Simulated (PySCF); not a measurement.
A PySCF script (with the pyscf-properties extension) for the NMR shieldings of SMILES C=C[C@@](F)(CC)[SiH2]O, C₅H₁₁FOSi, on a GFN2-xTB geometry:

```python
import basis_set_exchange as bse
import numpy as np
from pyscf import gto, dft
from pyscf.prop import nmr

atoms = """
C    -2.083322   -0.937352   -0.308392
C    -0.867431   -0.574788   -0.677440
C     0.053193    0.293557    0.107491
F    -0.476983    0.485628    1.401155
C     1.437592   -0.331142    0.263699
C     1.384694   -1.719187    0.894080
Si    0.094503    2.069970   -0.664754
O    -1.400845    2.683687   -0.599842
H    -2.491663   -0.650818    0.646256
H    -2.710244   -1.545687   -0.936867
H    -0.462516   -0.871960   -1.635364
H     1.900051   -0.379383   -0.723593
H     2.044128    0.328069    0.887500
H     2.389455   -2.111705    1.031550
H     0.825091   -2.405925    0.262929
H     0.896048   -1.670205    1.864318
H     1.033546    2.857277    0.130813
H     0.405764    2.003770   -2.083871
H    -1.980864    2.485446    0.132871
"""
names = dict.fromkeys(["C", "F", "Si", "O", "H"], "pcSseg-1")
basis = {el: gto.basis.parse(bse.get_basis(n, elements=[el], fmt="nwchem")) for el, n in names.items()}
mol = gto.M(atom=atoms, basis=basis, charge=0, verbose=0)
mf = dft.RKS(mol, xc="PBE0")
mf.grids.level = 2
mf.grids.alignment = dft.numint.BLKSIZE   # the property module wants whole blocks of grid points
mf.conv_tol = 1e-9
mf.kernel()

calc = nmr.RKS(mf)   # GIAO
C = mf.mo_coeff
Co = C[:, mf.mo_occ > 0]
resp = mf.gen_response(singlet=True, hermi=2)
def vind(x):   # induced exchange potential for any number of trial vectors
    d = np.einsum("pi,xij,qj->xpq", C, 2 * x.reshape(-1, C.shape[1], Co.shape[1]), Co, optimize=True)
    return np.einsum("xpq,pi,qj->xij", resp(d - d.transpose(0, 2, 1)), C, Co, optimize=True).ravel()
mo1, _ = nmr.rhf.solve_mo1(calc, with_cphf=vind)
sigma = calc.kernel(mo1)
for i, s in enumerate(sigma):   # ppm
    print("%2d %-2s %9.2f" % (i, mol.atom_pure_symbol(i), np.trace(s) / 3))
```

Question: What does it print?

Answer: 
```
 0 C      67.52
 1 C      40.65
 2 C      84.42
 3 F     404.15
 4 C     156.84
 5 C     178.31
 6 Si    374.21
 7 O     332.14
 8 H      26.02
 9 H      26.11
10 H      25.73
11 H      30.38
12 H      29.80
13 H      30.85
14 H      30.66
15 H      30.38
16 H      26.75
17 H      27.11
18 H      30.22
```

These numbers come from an equivalent density-fitted implementation of the same equations, which agrees with the script to about 0.01 ppm for H and up to a few tenths of a ppm for heavy atoms, so last digits may differ.

Question: Turn these shieldings into chemical shifts. Scale: TMS for 13C (σ = 186.93 ppm), 29Si (σ = 349.16 ppm), 1H (σ = 31.72 ppm); 19F (σ = 170.95 ppm) against CFCl3; 17O (σ = 336.08 ppm) vs H2O (reference shieldings calculated alike).

Answer: Averaging equivalent atoms: C 1: 146.3; C 0: 119.4; C 2: 102.5; C 4: 30.1; C 5: 8.6; F 3: -233.2; Si 6: -25.0; O 7: 3.9; H 10: 5.99; H 8: 5.69; H 9: 5.61; H 16: 4.96; H 17: 4.61; H 12: 1.92; H 18: 1.50; H 11: 1.34; H 13/14/15: 1.08 ppm. Unscaled 19F shifts against computed CFCl3 carry errors that often reach 10 to 50 ppm. Experimental scales use liquid or dissolved standards, which lie at an offset from isolated H2O (liquid H2O: subtract about 36 ppm).

Size and cost of the density-fitted run: 198 basis functions, of the order of 90 core-seconds.
